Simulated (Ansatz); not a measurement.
## Hf(OH)4 in a box, plane waves

Ansatz 0.2.0, DFT PBE, scalar-relativistic, plane waves, PAW, molecule in a box. The geometry was relaxed with Gaussian bases (BP86; Hf def2-SVP with ECP60, O def2-SVP, H def2-SVP).

```yaml
crystal:
  lattice:
    - [13.5, 0.0, 0.0]
    - [0.0, 13.76, 0.0]
    - [0.0, 0.0, 12.85]
  atoms:
    - { symbol: Hf, position: [0.4696837, 0.49997238, 0.52308327] }
    - { symbol: O, position: [0.59889926, 0.49997166, 0.45657043] }
    - { symbol: H, position: [0.66629926, 0.49997166, 0.43179455] }
    - { symbol: O, position: [0.4564763, 0.61549927, 0.60904125] }
    - { symbol: H, position: [0.44363111, 0.67291206, 0.64985681] }
    - { symbol: O, position: [0.36727481, 0.49997093, 0.41627626] }
    - { symbol: H, position: [0.33333333, 0.4999702, 0.35019455] }
    - { symbol: O, position: [0.4564763, 0.38444695, 0.60904358] }
    - { symbol: H, position: [0.44363111, 0.32703488, 0.6498607] }
basis:
  ecutwfc: 420
  ecutrho_ratio: 4
kpoints:
  mp_grid: { grid: [1, 1, 1] }
hamiltonian:
  xc: pbe
scf:
  occupations: { method: gaussian, width: 0.01 }
output:
  forces: true
  eigenvalues: true
  populations: true
```

Command:
```sh
ansatz run input.yaml --threads 2 --pin off --max-ram 5120MiB --backend cpu --events-out ev --progress --plain --runs-dir out
```
It took 6.5 s on 2 threads of Arm Neoverse V1 (shared host), peak memory 1.2 GiB.

Problem. How does the SCF go?

Solution. 
```
SCF iter   1: F=—  HF=-18058.648711 eV  |F-HF|=—  |Δ(HF+E_count)|=         —  Δρ=1.61e-3
preconditioner: auto → Resta (q_TF=auto, 1.451 Å⁻¹)  ε∞=1.1  [insulator: Δε(μ)=5.914 eV  Ē_g=13.725 eV  σ=0.010 eV  W_gap=1.00  n_
SCF iter   2: F=—  HF=-18058.653088 eV  |F-HF|=—  |Δ(HF+E_count)|=   4.38e-3  Δρ=9.48e-4
SCF iter   3: F=—  HF=-18058.652565 eV  |F-HF|=—  |Δ(HF+E_count)|=   5.23e-4  Δρ=3.88e-4
SCF iter   4: F=—  HF=-18058.654289 eV  |F-HF|=—  |Δ(HF+E_count)|=   1.72e-3  Δρ=1.34e-4
SCF iter   5: F=—  HF=-18058.654674 eV  |F-HF|=—  |Δ(HF+E_count)|=   3.85e-4  Δρ=3.67e-5
SCF iter   6: F=—  HF=-18058.654661 eV  |F-HF|=—  |Δ(HF+E_count)|=   1.32e-5  Δρ=1.22e-5
SCF iter   7: F=—  HF=-18058.654668 eV  |F-HF|=—  |Δ(HF+E_count)|=   6.98e-6  Δρ=6.92e-6
SCF iter   8: F=-18058.654669 eV  HF=-18058.654669 eV  |F-HF|=1.93e-8  |Δ(HF+E_count)|=   6.64e-7  Δρ=9.01e-7
```

Problem. Which levels lie next to the highest filled one (eV, counted from it)?

Solution. Filled: -4.93, -4.90, -1.19, -1.18, -0.66, -0.63, -0.61, -0.03, -0.01, 0.00. Empty: 5.77, 6.56, 6.61, 6.63, 7.09, 7.12, 7.14, 7.27.

Problem. What forces are left at this geometry, relaxed with Gaussian bases (eV/Å)?

Solution. 
```
Hf   0.05  0.00 -0.06
O   -0.22  0.00  0.10
H   -0.25  0.00  0.13
O    0.01 -0.18 -0.12
H    0.03 -0.23 -0.16
O    0.15  0.00  0.16
H    0.18  0.00  0.24
O    0.01  0.18 -0.12
H    0.03  0.23 -0.16
```

The highest of the empty levels listed lie near the vacuum level and may be states of the box.

The forces come from the other functional as well as from the basis.
